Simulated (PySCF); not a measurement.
# Reading the logs of faulty runs: Al2B2H5

Calculated results; nothing here was measured. The program is PySCF 2.14.0, an open-source quantum chemistry code, run on an isolated molecule that a program drew, which may never have been made. The molecule is Al2B2H5 (charge 0, doublet), drawn as the SMILES string `[BH][B]([AlH2])[AlH2]`.

Each row is a Hartree-Fock (HF) and frozen-core CCSD(T) single point in the cc-pV(D+d)Z basis, meant for a local HF minimum. Run 1 is clean. Each other run has one planted mistake out of seven kinds, and not every kind appears here: one electron removed, one electron added, multiplicity raised by two, geometry at a saddle point, minimal basis STO-3G, one bond length entered in bohr, all coordinates scaled. The reference is restricted for singlets and unrestricted otherwise, and also for a bond in bohr. Adding or removing an electron swaps singlet and doublet. Electrons count all cores. HOMO and LUMO are orbital energies over both spins, the gradient is its largest component, and the lowest frequency (negative if imaginary) is given only where the gradient is small. Bond lengths are over the 8 bonds as drawn. T1 is the CCSD diagnostic: over 0.02 (restricted) or 0.045 (unrestricted) a single reference is doubtful.

Geometry of the clean run:
```xyz
9
Al2B2H5, angstrom
B    -0.8441    0.4159   -1.6085
B     0.6852    0.3979   -1.5004
Al    1.7373   -1.1770   -2.4243
Al    1.6353    1.9499   -0.4378
H    -2.0247    0.4295   -1.6916
H     2.2460   -1.0431   -3.9186
H     2.0716   -2.5044   -1.6270
H     1.9281    1.8081    1.1126
H     2.1080    3.2671   -1.1801
```

| run | electrons | basis functions | <S^2> | HOMO (eV) | LUMO (eV) | gradient (hartree/bohr) | lowest frequency (cm^-1) | mean bond (Å) | longest bond (Å) | T1 | HF (hartree) | CCSD(T) (hartree) | mistake |
|---|---|---|---|---|---|---|---|---|---|---|---|---|---|
| 1 | 41 | 99 | 0.758 | -8.79 | 0.64 | 2.2e-05 | 85 | 1.6585 | 2.107 | 0.0211 | -536.01991 | -536.36880 | no fault |
| 2 | 41 | 99 | 0.761 | -8.50 | 0.58 | 4.5e-02 | - | 1.8094 | 2.299 | 0.0266 | -535.97662 | -536.32872 | all coordinates scaled |
| 3 | 41 | 33 | 0.759 | -6.09 | 6.17 | 4.3e-02 | - | 1.6585 | 2.107 | 0.0269 | -529.54157 | -529.72584 | minimal basis STO-3G |
| 4 | 41 | 99 | 1.502 | -7.75 | 0.54 | 1.0e-02 | - | 1.8347 | 2.994 | 0.0521 | -535.92376 | -536.26464 | one bond length entered in bohr |
| 5 | 42 | 99 | 0.000 | -1.56 | 5.04 | 2.9e-02 | - | 1.6585 | 2.107 | 0.0221 | -536.03242 | -536.42779 | ? |

**Which mistake was planted in run 5, and what did it cost?**

It counts 42 electrons, one more than the clean run, at the same geometry and basis. So the mistake is: one electron added. Subtracting run 1 and multiplying by 627.51 kcal/mol a hartree, the energy moved by -7.9 kcal/mol in HF and -37.0 kcal/mol in CCSD(T).

Cautions from the logs. Run 4: T1 is over the limit, so its CCSD(T) energy is less reliable; run 5: T1 is over the limit, so its CCSD(T) energy is less reliable.
